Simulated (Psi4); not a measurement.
Ru, triplet (another spin typed on purpose, not shown lowest) (core potentials on Ru); B3LYP/def2-SV(P) in Psi4.

Psi4 was given this input:
```
memory 2 GB

molecule mol {
0 3
  Ru    0.000000    0.000000    0.000000
}

set basis def2-sv(p)
set reference uks

energy('b3lyp')
print_variables()
```

Output, abridged:

```
   => Loading Basis Set <=

    Name: DEF2-SV(P)
    Role: ORBITAL
    Keyword: BASIS

    !!!  WARNING: ECP capability is in beta. Please check occupations closely.  !!!

         ---------------------------------------------------------
                                   SCF
               by Justin Turney, Rob Parrish, Andy Simmonett
                          and Daniel G. A. Smith
                              UKS Reference
         ---------------------------------------------------------

  ==> Geometry <==

    Molecular point group: d2h
    Geometry (in Angstrom), charge = 0, multiplicity = 3:

       Center              X                  Y                   Z               Mass
    ------------   -----------------  -----------------  -----------------  -----------------
         RU           0.000000000000     0.000000000000     0.000000000000   101.904344100000

  Running in d2h symmetry.

  Rotational constants: A = ************  B = ************  C = ************ [cm^-1]
  Rotational constants: A = ************  B = ************  C = ************ [MHz]
  Nuclear repulsion =    0.000000000000000

  Charge       = 0
  Multiplicity = 3
  Electrons    = 16
  Nalpha       = 9
  Nbeta        = 7

  ==> Algorithm <==

  SCF Algorithm Type is DF.
  DIIS enabled.
  MOM disabled.
  Fractional occupation disabled.
  Guess Type is CORE.
  Energy threshold   = 1.00e-06
  Density threshold  = 1.00e-06
  Integral threshold = 1.00e-12

  ==> Primary Basis <==

  Basis Set: DEF2-SV(P)
    Blend: DEF2-SV(P)
    Number of shells: 10
    Number of basis functions: 24
    Number of Cartesian functions: 26
    Spherical Harmonics?: true
    Max angular momentum: 2

  Core potential: DEF2-SV(P)
    Number of shells: 4
    Number of ECP primitives: 14
    Number of ECP core electrons: 28
    Max angular momentum: 3

  ==> DFT Potential <==

   => LibXC <=

    Version 7.1.2
    S. Lehtola, C. Steigemann, M. J. T. Oliveira, and M. A. L. Marques,  SoftwareX 7, 1–5 (2018) (10.1016/j.softx.2017.11.002)

   => Composite Functional: B3LYP <=

    B3LYP Hyb-GGA Exchange-Correlation Functional

    P. J. Stephens, F. J. Devlin, C. F. Chabalowski, and M. J. Frisch,  J. Phys. Chem. 98, 11623 (1994) (10.1021/j100096a001)

    Deriv               =              1
    GGA                 =           TRUE
    Meta                =          FALSE

    Exchange Hybrid     =           TRUE
    MP2 Hybrid          =          FALSE

   => Exchange Functionals <=

    0.0800   Slater exchange
    0.7200         Becke 88

   => Exact (HF) Exchange <=

    0.2000               HF

   => Correlation Functionals <=

    0.1900   Vosko, Wilk & Nusair (VWN5_RPA)
    0.8100   Lee, Yang & Parr

   => LibXC Density Thresholds  <==

    XC_HYB_GGA_XC_B3LYP:  1.00E-15

   => Molecular Quadrature <=

    Radial Scheme          =       TREUTLER
    Pruning Scheme         =           NONE
    Nuclear Scheme         =       TREUTLER

    Blocking Scheme        =         OCTREE
    BS radius alpha        =              1
    Pruning alpha          =              1
    Radial Points          =             75
    Spherical Points       =            302
    Total Points           =          21412
    Total Blocks           =            238
    Max Points             =            250
    Max Functions          =             24
    Weights Tolerance      =       1.00E-15

   => Loading Basis Set <=

    Name: (DEF2-SV(P) AUX)
    Role: JKFIT
    Keyword: DF_BASIS_SCF

  ==> Integral Setup <==

  SCF_SUBTYPE=INCORE selected. In-core MEM_DF algorithm will be used.
  Using in-core AOs.

  ==> MemDFJK: Density-Fitted J/K Matrices <==

    J tasked:                   Yes
    K tasked:                   Yes
    wK tasked:                   No
    Algorithm:                 Core
    Schwarz Cutoff:           1E-12
    Mask sparsity (%):       0.0000
    Fitting Condition:        1E-10

   => Auxiliary Basis Set <=

  Basis Set: (DEF2-SV(P) AUX)
    Blend: DEF2-UNIVERSAL-JKFIT
[...]
   @DF-UKS iter  70:   -94.77442368928959   -7.25507e-05   1.01570e-03 DIIS/ADIIS
   @DF-UKS iter  71:   -94.77374504938616    6.78640e-04   5.65330e-04 DIIS/ADIIS
   @DF-UKS iter  72:   -94.77324964279683    4.95407e-04   3.03967e-04 DIIS/ADIIS
   @DF-UKS iter  73:   -94.77297006533851    2.79577e-04   4.17003e-04 DIIS/ADIIS
   @DF-UKS iter  74:   -94.77292411852909    4.59468e-05   3.43568e-04 DIIS/ADIIS
   @DF-UKS iter  75:   -94.77300723397047   -8.31154e-05   3.42375e-04 DIIS/ADIIS
   @DF-UKS iter  76:   -94.77295313216173    5.41018e-05   2.78813e-04 DIIS/ADIIS
   @DF-UKS iter  77:   -94.77287025300637    8.28792e-05   3.07904e-04 DIIS/ADIIS
   @DF-UKS iter  78:   -94.77296452852134   -9.42755e-05   2.58165e-04 DIIS/ADIIS
   @DF-UKS iter  79:   -94.77304838897578   -8.38605e-05   2.48289e-04 DIIS/ADIIS
   @DF-UKS iter  80:   -94.77313243200071   -8.40430e-05   2.71526e-04 DIIS/ADIIS
   @DF-UKS iter  81:   -94.77329174135689   -1.59309e-04   3.61965e-04 DIIS/ADIIS
   @DF-UKS iter  82:   -94.77343847388747   -1.46733e-04   4.66481e-04 DIIS/ADIIS
   @DF-UKS iter  83:   -94.77359071506520   -1.52241e-04   5.95040e-04 DIIS/ADIIS
   @DF-UKS iter  84:   -94.77323299521481    3.57720e-04   3.80442e-04 DIIS/ADIIS
   @DF-UKS iter  85:   -94.77307639252430    1.56603e-04   3.46341e-04 DIIS/ADIIS
   @DF-UKS iter  86:   -94.77291802099046    1.58372e-04   7.46555e-04 DIIS/ADIIS
   @DF-UKS iter  87:   -94.77321424793867   -2.96227e-04   3.91958e-04 DIIS/ADIIS
   @DF-UKS iter  88:   -94.77279864780073    4.15600e-04   4.33158e-04 DIIS/ADIIS
   @DF-UKS iter  89:   -94.77288604934337   -8.74015e-05   4.58653e-04 DIIS/ADIIS
   @DF-UKS iter  90:   -94.77331927499277   -4.33226e-04   4.52436e-04 DIIS/ADIIS
   @DF-UKS iter  91:   -94.77329612167178    2.31533e-05   4.47791e-04 DIIS/ADIIS
   @DF-UKS iter  92:   -94.77311781792511    1.78304e-04   3.84877e-04 DIIS/ADIIS
   @DF-UKS iter  93:   -94.77293576577843    1.82052e-04   4.65049e-04 DIIS/ADIIS
   @DF-UKS iter  94:   -94.77287244098635    6.33248e-05   4.73679e-04 DIIS/ADIIS
   @DF-UKS iter  95:   -94.77282157569407    5.08653e-05   5.08016e-04 DIIS/ADIIS
   @DF-UKS iter  96:   -94.77341197321876   -5.90398e-04   5.62763e-04 DIIS/ADIIS
   @DF-UKS iter  97:   -94.77320706706857    2.04906e-04   2.96604e-04 DIIS/ADIIS
   @DF-UKS iter  98:   -94.77312935862103    7.77084e-05   2.79085e-04 DIIS/ADIIS
   @DF-UKS iter  99:   -94.77318879097123   -5.94324e-05   2.84249e-04 DIIS/ADIIS
   @DF-UKS iter 100:   -94.77313009748589    5.86935e-05   2.63252e-04 DIIS/ADIIS

PsiException: Could not converge SCF iterations in 100 iterations.

  Failed to converge.

Traceback (most recent call last):
  File "psi4", line 375, in <module>
  File "<string>", line 22, in <module>
  File "site-packages/psi4/driver/driver.py", line 533, in energy
  File "site-packages/psi4/driver/procrouting/proc.py", line 2760, in run_scf
  File "site-packages/psi4/driver/procrouting/proc.py", line 2047, in scf_helper
  File "site-packages/psi4/driver/procrouting/scf_proc/scf_iterator.py", line 93, in scf_compute_energy
  File "site-packages/psi4/driver/procrouting/scf_proc/scf_iterator.py", line 86, in scf_compute_energy
  File "site-packages/psi4/driver/procrouting/scf_proc/scf_iterator.py", line 609, in scf_iterate

psi4.driver.p4util.exceptions.SCFConvergenceError: Could not converge SCF iterations in 100 iterations.

Printing out the relevant lines from the Psithon --> Python processed input file:
      Ru    0.000000    0.000000    0.000000
    ""","mol")
    core.IO.set_default_namespace("mol")
    core.set_global_option("BASIS", "def2-sv(p)")
    core.set_global_option("REFERENCE", "uks")
--> energy('b3lyp')
    print_variables()

!-------------------------------------------------------!
!                                                       !
!  Could not converge SCF iterations in 100 iterations. !
!                                                       !
!-------------------------------------------------------!
```

Convergence was not reached.
